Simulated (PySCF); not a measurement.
Compound: C6H9O (charge +1).
Bonds: C1–C2 (triple), C2–C3, C3–C4, C3–C5, C5–O6, O6–C7. Hydrogens: H8 on C1; H9, H10, H11 on C4; H12, H13 on C5; H14, H15, H16 on C7.

Computed, not measured: core-valence-separated Tamm–Dancoff BHandHLYP/aug-pcX-1 (pcseg-1 on H) in PySCF, non-relativistic, gas phase, PBE0-D3(BJ)/def2-SVP geometry.

Computed oxygen K-edge spectrum, Gaussian lines of 0.3 eV full width, highest printed point 100; it ends one width below the last computed root. Absolute energies from this functional tend to lie a few eV below measured edges; no shift was applied.

```tsv
photon energy (eV)	absorption
529.6	0
529.7	0
529.8	2
529.9	3
530.0	3
530.1	2
530.2	1
530.3	0
530.4	0
530.5	0
530.6	0
530.7	0
530.8	0
530.9	0
531.0	0
531.1	0
531.2	0
531.3	0
531.4	0
531.5	0
531.6	0
531.7	0
531.8	0
531.9	0
532.0	0
532.1	0
532.2	0
532.3	0
532.4	0
532.5	0
532.6	0
532.7	0
532.8	0
532.9	0
533.0	0
533.1	0
533.2	0
533.3	0
533.4	0
533.5	2
533.6	10
533.7	28
533.8	44
533.9	38
534.0	18
534.1	4
534.2	1
534.3	0
534.4	1
534.5	6
534.6	17
534.7	27
534.8	30
534.9	45
535.0	83
535.1	100
535.2	67
535.3	25
535.4	8
535.5	13
535.6	26
535.7	33
535.8	28
535.9	20
```

Task: Where are the maxima, and which lines make them up?

Result: 4 maxima:
- 530.0 eV: O6 (ether oxygen), 529.96 eV, f = 0.001, 100 % of the height at the exact maximum
- 533.8 eV: O6 (ether oxygen), 533.83 eV, f = 0.013, 100 % of the height at the exact maximum
- 535.1 eV: O6 (ether oxygen), 535.09 eV, f = 0.030, 100 % of the height at the exact maximum
- 535.7 eV: O6 (ether oxygen), 535.67 eV, f = 0.008, 78 % of the height at the exact maximum; O6 (ether oxygen), 535.77 eV, f = 0.002, 17 % of the height at the exact maximum

Further lines of some strength in the range: O6, 534.72 eV, f = 0.008.

Roots within 0.03 eV on the same or equivalent atoms count as one line; shares under 12 % aren't listed.

Vibrational structure and lifetime widths aren't in the curve. The ionisation threshold wasn't computed; near and above it a finite basis only mimics Rydberg series and continuum.

Shape of the structure used: `[CH:1]#[C:2][C+:3]([CH3:4])[CH2:5][O:6][CH3:7]`: C2–C3–C5–O6 180°, C3–C5–O6–C7 179°.

One conformer stands for the species.
